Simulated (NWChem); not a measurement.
Program: NWChem. System: C$_{5}$H$_{5}$, charge 1, spin multiplicity 3, at the geometry of a parent with another charge or spin, in a state set for the comparison that need not be this species' ground state. Its SCF solution wasn't tested for a lower state. Level: UTPSS/def2-TZVP.

Job file:

```
start mol
memory heap 200 mb stack 900 mb global 1100 mb
charge 1
geometry units angstroms nocenter noautoz noautosym
  C      1.035189     0.689771     0.000000
  C      1.109131    -0.657762     0.000000
  C     -0.289601    -1.145445     0.000000
  C     -1.155796    -0.091837     0.000000
  C     -0.366200     1.201702     0.000000
  H      2.003872    -1.295172     0.000000
  H     -0.567688    -2.210373     0.000000
  H     -2.253855    -0.139713     0.000000
  H     -0.589332     1.833342     0.889603
  H     -0.589332     1.833342    -0.889603
end
basis spherical
  * library def2-tzvp
end
dft
  xc xtpss03 ctpss03
  odft
  mult 3
  semidirect memsize 60000000 filesize 0
  iterations 100
  grid fine
end
task dft energy
```

Part of the output:

```
             Northwest Computational Chemistry Package (NWChem) 7.3.0
             --------------------------------------------------------

                                NWChem Input Module
                                -------------------

 Scaling coordinates for geometry "geometry" by  1.889725989
 (inverse scale =  0.529177249)

                             Geometry "geometry" -> ""
                             -------------------------

 Output coordinates in angstroms (scale by  1.889725989 to convert to a.u.)

  No.       Tag          Charge          X              Y              Z
 ---- ---------------- ---------- -------------- -------------- --------------
    1 C                    6.0000     1.03518900     0.68977100     0.00000000
    2 C                    6.0000     1.10913100    -0.65776200     0.00000000
    3 C                    6.0000    -0.28960100    -1.14544500     0.00000000
    4 C                    6.0000    -1.15579600    -0.09183700     0.00000000
    5 C                    6.0000    -0.36620000     1.20170200     0.00000000
    6 H                    1.0000     2.00387200    -1.29517200     0.00000000
    7 H                    1.0000    -0.56768800    -2.21037300     0.00000000
    8 H                    1.0000    -2.25385500    -0.13971300     0.00000000
    9 H                    1.0000    -0.58933200     1.83334200     0.88960300
   10 H                    1.0000    -0.58933200     1.83334200    -0.88960300

 Effective nuclear repulsion energy (a.u.)     147.2028884717

            Nuclear Dipole moment (a.u.)
            ----------------------------
        X                 Y               Z
 ---------------- ---------------- ----------------
     0.0000056692     0.0000000000     0.0000000000


 Summary of "ao basis" -> "" (spherical)
 ------------------------------------------------------------------------------
       Tag                 Description            Shells   Functions and Types
 ---------------- ------------------------------  ------  ---------------------
 *                         def2-tzvp                  on all atoms

                                 NWChem DFT Module
                                 -----------------

 Summary of "ao basis" -> "ao basis" (spherical)
 ------------------------------------------------------------------------------
       Tag                 Description            Shells   Functions and Types
 ---------------- ------------------------------  ------  ---------------------
 C                         def2-tzvp                11       31   5s3p2d1f
 H                         def2-tzvp                 4        6   3s1p

 Summary of "ao basis" -> "ao basis" (spherical)
 ------------------------------------------------------------------------------
       Tag                 Description            Shells   Functions and Types
 ---------------- ------------------------------  ------  ---------------------
 C                         def2-tzvp                11       31   5s3p2d1f
 H                         def2-tzvp                 4        6   3s1p

            General Information
            -------------------
          SCF calculation type: DFT
          Wavefunction type:  spin polarized.
          No. of atoms     :    10
          No. of electrons :    34
           Alpha electrons :    18
            Beta electrons :    16
          Charge           :     1
          Spin multiplicity:     3
          Use of symmetry is: off; symmetry adaption is: off
          Maximum number of iterations: 100
          AO basis - number of functions:   185
                     number of shells:    75
          Convergence on energy requested:  1.00D-06
          Convergence on density requested:  1.00D-05
          Convergence on gradient requested:  5.00D-04

              XC Information
              --------------
                  TPSS metaGGA Exchange Functional  1.000
             TPSS03 metaGGA Correlation Functional  1.000

             Grid Information
             ----------------
          Grid used for XC integration:  fine
          Radial quadrature: Mura-Knowles
          Angular quadrature: Lebedev.
          Tag              B.-S. Rad. Rad. Pts. Rad. Cut. Ang. Pts.
          ---              ---------- --------- --------- ---------
          C                   0.70       70          11.0       590
          H                   0.35       60          12.0       590
          Grid pruning is: on
          Number of quadrature shells:   650
          Spatial weights used:  Erf1

          Convergence Information
          -----------------------
          Convergence aids based upon iterative change in
          total energy or number of iterations.
          Levelshifting, if invoked, occurs when the
          HOMO/LUMO gap drops below (HL_TOL):  1.00D-02
          DIIS, if invoked, will attempt to extrapolate
          using up to (NFOCK): 10 stored Fock matrices.

                    Damping( 0%)  Levelshifting(0.5)       DIIS
                  --------------- ------------------- ---------------
          dE  on:    start            ASAP                start
          dE off:    2 iters        100 iters           100 iters

      Screening Tolerance Information
      -------------------------------
          Density screening/tol_rho:  1.00D-10
          AO Gaussian exp screening on grid/accAOfunc:  14
          CD Gaussian exp screening on grid/accCDfunc:  20
          XC Gaussian exp screening on grid/accXCfunc:  20
          Schwarz screening/accCoul:  1.00D-08

      Superposition of Atomic Density Guess
[...]
                     -----------------------------------------

 Vector   14  Occ=1.000000D+00  E=-5.780602D-01
              MO Center=  1.8D-01,  6.1D-01, -4.6D-08, r^2= 2.6D+00
   Bfn.  Coefficient  Atom+Function         Bfn.  Coefficient  Atom+Function
  ----- ------------  ---------------      ----- ------------  ---------------
    38     -0.213101   2 C  py                7      0.211636   1 C  py
   130      0.205913   5 C  px                6     -0.172059   1 C  px
   131     -0.171787   5 C  py              133      0.154236   5 C  px
    10      0.144319   1 C  py               41     -0.137725   2 C  py
     9     -0.128354   1 C  px              134     -0.127979   5 C  py

 Vector   15  Occ=1.000000D+00  E=-5.601809D-01
              MO Center= -5.1D-01, -2.1D-01,  3.8D-09, r^2= 2.8D+00
   Bfn.  Coefficient  Atom+Function         Bfn.  Coefficient  Atom+Function
  ----- ------------  ---------------      ----- ------------  ---------------
   131      0.222583   5 C  py              100     -0.195052   4 C  py
    69      0.191800   3 C  py              134      0.176742   5 C  py
   163     -0.165938   7 H  s                37     -0.142763   2 C  px
    72      0.141587   3 C  py              103     -0.139198   4 C  py
    99     -0.136715   4 C  px              169      0.118627   8 H  s

 Vector   16  Occ=1.000000D+00  E=-5.085466D-01
              MO Center=  1.4D-01, -2.4D-01, -7.1D-10, r^2= 2.6D+00
   Bfn.  Coefficient  Atom+Function         Bfn.  Coefficient  Atom+Function
  ----- ------------  ---------------      ----- ------------  ---------------
    70      0.244412   3 C  pz               39      0.242775   2 C  pz
    73      0.226275   3 C  pz               42      0.223366   2 C  pz
   132     -0.147926   5 C  pz              175     -0.118271   9 H  s
   181      0.118271  10 H  s               135     -0.116284   5 C  pz
   101      0.109996   4 C  pz                8      0.099649   1 C  pz

 Vector   17  Occ=0.000000D+00  E=-4.161621D-01
              MO Center=  6.2D-02, -1.7D-01, -2.2D-08, r^2= 2.5D+00
   Bfn.  Coefficient  Atom+Function         Bfn.  Coefficient  Atom+Function
  ----- ------------  ---------------      ----- ------------  ---------------
   101      0.263336   4 C  pz              104      0.237971   4 C  pz
     8     -0.233620   1 C  pz               39     -0.214815   2 C  pz
    11     -0.208144   1 C  pz               42     -0.197534   2 C  pz
    70      0.184008   3 C  pz               73      0.170667   3 C  pz
   107      0.156070   4 C  pz               45     -0.120113   2 C  pz

 Vector   18  Occ=0.000000D+00  E=-3.485272D-01
              MO Center=  1.1D+00,  7.2D-01, -2.4D-08, r^2= 1.9D+00
   Bfn.  Coefficient  Atom+Function         Bfn.  Coefficient  Atom+Function
  ----- ------------  ---------------      ----- ------------  ---------------
     5      0.377994   1 C  s                 6      0.289127   1 C  px
    67      0.248493   3 C  s                 4      0.241909   1 C  s
     9      0.236979   1 C  px                7      0.227033   1 C  py
   129     -0.204514   5 C  s                10      0.187780   1 C  py
    12      0.135018   1 C  px               36     -0.134124   2 C  s

 Vector   19  Occ=0.000000D+00  E=-2.665206D-01
              MO Center= -1.0D-01,  8.2D-02, -1.6D-11, r^2= 3.2D+00
   Bfn.  Coefficient  Atom+Function         Bfn.  Coefficient  Atom+Function
  ----- ------------  ---------------      ----- ------------  ---------------
   107      0.318772   4 C  pz              101      0.266699   4 C  pz
     8      0.259373   1 C  pz               14      0.257387   1 C  pz
    76     -0.258175   3 C  pz              104      0.248981   4 C  pz
    11      0.240110   1 C  pz              176     -0.240255   9 H  s
   182      0.240255  10 H  s                70     -0.211885   3 C  pz

   alpha - beta orbital overlaps
   -----------------------------

   alpha      1      2      3      4      5      6      7      8      9     10
    beta      1      2      3      4      5      6      7      8      9     10
 overlap   1.000  1.000  1.000  1.000  1.000  0.998  0.711  0.711  0.993  0.989

   alpha     11     12     13     14     15     16     17     18     19     20
    beta     11     12     13     14     15     16     17     18     19     20
 overlap   0.967  0.987  0.993  0.994  0.997  0.986  0.990  0.973  0.985  0.986

   alpha     21     22     23     24     25     26     27     28     29     30
    beta     21     22     23     24     25     26     27     28     29     30
 overlap   0.998  0.979  0.963  0.917  0.997  0.886  0.951  0.843  0.839  0.979

   alpha     31     32     33     34     35     36     37     38     39     40
    beta     31     32     34     33     35     36     37     38     39     40
 overlap   0.995  0.826  0.993  0.854  0.962  0.963  0.988  0.952  0.984  0.956

   alpha     41     42     43     44     45     46     47     48     49     50
    beta     41     42     43     44     45     46     48     47     49     50
 overlap   0.983  0.970  0.943  0.973  0.960  0.999  0.716  0.730  0.970  0.982

   alpha     51     52     53     54     55     56     57     58     59     60
    beta     51     52     53     55     54     56     57     58     59     60
 overlap   0.990  0.995  0.990  0.998  0.998  0.998  0.997  0.999  0.993  0.993

   alpha     61     62     63     64     65     66     67     68     69     70
    beta     61     62     63     64     65     67     66     68     70     69
 overlap   0.991  0.958  0.942  0.993  0.973  0.983  0.998  0.989  0.847  0.900

   alpha     71     72     73     74     75     76     77     78     79     80
    beta     71     72     73     74     75     76     77     78     79     80
 overlap   0.989  0.911  0.991  0.960  0.979  0.977  0.741  0.731  0.992  0.989

   alpha     81     82     83     84     85     86     87     88     89     90
    beta     81     82     83     84     85     87     86     88     89     90
 overlap   0.947  0.974  0.985  0.987  0.991  0.843  0.849  0.993  0.994  0.998

   alpha     91     92     93     94     95     96     97     98     99    100
    beta     91     92     93     94     95     96     97     98     99    100
 overlap   0.996  0.998  0.999  0.995  0.971  0.999  0.965  0.999  0.986  0.989

   alpha    101    102    103    104    105    106    107    108    109    110
    beta    101    102    103    105    104    106    107    108    109    111
 overlap   0.999  0.865  0.865  0.998  0.999  0.997  0.997  0.997  0.991  0.975

   alpha    111    112    113    114    115    116    117    118    119    120
    beta    110    112    113    114    115    116    117    118    119    120
 overlap   0.995  0.982  0.995  0.995  0.732  0.730  0.993  0.941  0.943  0.994

   alpha    121    122    123    124    125    126    127    128    129    130
    beta    121    122    123    124    125    126    127    129    128    130
 overlap   0.985  0.995  0.826  0.801  0.976  0.967  0.952  0.964  0.996  0.955

   alpha    131    132    133    134    135    136    137    138    139    140
    beta    131    132    133    135    134    136    137    138    139    140
 overlap   0.992  0.982  0.994  0.970  0.991  0.841  0.978  0.839  0.928  0.964

   alpha    141    142    143    144    145    146    147    148    149    150
    beta    141    142    144    143    145    147    146    148    149    150
 overlap   0.924  0.955  0.957  0.984  0.981  0.937  0.986  0.960  0.991  0.984

   alpha    151    152    153    154    155    156    157    158    159    160
    beta    151    152    153    154    155    156    157    158    159    160
 overlap   0.998  0.994  0.993  0.995  0.998  0.995  0.996  0.998  0.998  0.991

   alpha    161    162    163    164    165    166    167    168    169    170
    beta    161    162    163    164    166    165    167    168    169    170
 overlap   0.998  0.992  0.996  0.986  0.987  0.995  0.959  0.959  0.997  0.898

------------------------------------------------------------
EAF file 0: "./mol.aoints.0" size=524288 bytes
------------------------------------------------------------
               write      read    awrite     aread      wait
               -----      ----    ------     -----      ----
     calls:        1        12         0         0         0
   data(b): 5.24e+05  6.29e+06  0.00e+00  0.00e+00
   time(s): 0.00e+00  0.00e+00  0.00e+00  0.00e+00  0.00e+00
rate(mb/s): 0.00e+00  0.00e+00
------------------------------------------------------------

   alpha    171    172    173    174    175    176    177    178    179    180
    beta    171    172    173    174    175    176    177    178    179    180
 overlap   0.898  0.998  0.994  0.988  0.993  0.998  0.999  0.997  0.998  1.000

   alpha    181    182    183    184    185
    beta    181    182    183    184    185
 overlap   1.000  0.999  1.000  0.999  1.000

     --------------------------
     Expectation value of S2:
     --------------------------
      <S2> =      2.0156 (Exact =     2.0000)

 center of mass
 --------------
 x =   0.05755024 y =  -0.00061767 z =   0.00000000

 moments of inertia (a.u.)
 ------------------
         210.979594823457          12.224513593450           0.000000000000
          12.224513593450         207.099302874311           0.000000000000
           0.000000000000           0.000000000000         406.685971929317

     Multipole analysis of the density
     ---------------------------------

     L   x y z        total         alpha         beta         nuclear
     -   - - -        -----         -----         ----         -------
     0   0 0 0      1.000000    -18.000000    -16.000000     35.000000

     1   1 0 0     -0.303957     -1.274012      0.970049      0.000006
     1   0 1 0     -0.160575     -0.850319      0.689744      0.000000
     1   0 0 1      0.000000      0.000000      0.000000      0.000000

     2   2 0 0    -13.615674    -72.155617    -60.183661    118.723604
     2   1 1 0     -1.537769      2.315692      7.905131    -11.758593
     2   1 0 1      0.000000      0.000000     -0.000000      0.000000
     2   0 2 0    -13.370989    -72.446745    -67.136477    126.212233
     2   0 1 1      0.000000      0.000000      0.000000      0.000000
     2   0 0 2    -20.080780    -14.158782    -11.574232      5.652234

 Task  times  cpu:       83.0s     wall:       83.0s

 Total times  cpu:       83.0s     wall:       83.0s
```
